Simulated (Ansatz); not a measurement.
Program: Ansatz. Geometries: PBE0-D4/def2-TZVP. ΔE: electronic, gas phase. CCSD(T)/CBS is the MP2 limit (def2-TZVPP, def2-QZVPP) plus CCSD(T) − MP2 in def2-TZVPP, frozen cores. This one scheme is used for every species, atoms too. No spin–orbit coupling; open shells (•) take unrestricted orbitals. Spin–orbit coupling would lower the free atoms: a little for Al, C, O. One conformer a species, not always the lowest.

Reaction (atomization): `O=C/C=[CH]/[AlH2]` → Al• + 3 C• + 5 H• + O•

```json
{"species": "`O=C/C=[CH]/[AlH2]`", "CCSD(T)/CBS(def2) energy (Eh)": "-434.29606"}
{"species": "Al•", "CCSD(T)/CBS(def2) energy (Eh)": "-241.93820"}
{"species": "C•", "CCSD(T)/CBS(def2) energy (Eh)": "-37.79194"}
{"species": "H•", "CCSD(T)/CBS(def2) energy (Eh)": "-0.50000"}
{"species": "O•", "CCSD(T)/CBS(def2) energy (Eh)": "-75.00631"}
```

(1) Work out ΔE.

Largest T1 diagnostic among the species: 0.018.

Results:

(1) ΔE = 5 × (-0.50000) + 3 × (-37.79194) + (-241.93820) + (-75.00631) − (-434.29606) = 1.47573 Eh = +3874.5 kJ/mol.

The D4 term adds +29.7 kJ/mol with B3LYP and +15.5 kJ/mol with PBE0; it sums over pairs of atoms, weighted by their polarisabilities, and B3LYP, whose exchange is more repulsive, gets the larger term. From PBE to PBE0 (25 % exact exchange), in def2-TZVPP and without D4, ΔE moves by −89.7 kJ/mol: exact exchange takes away binding that semilocal exchange gives to molecules.

B3LYP here is the variant with VWN-RPA as its local correlation; programs differ in this.

For atomizations the MP2-based limit and the directly extrapolated one differ by several kJ/mol either way, and by 10 to 25 for some Ge, Se and Sn compounds, so smaller differences from it don't rank the levels.
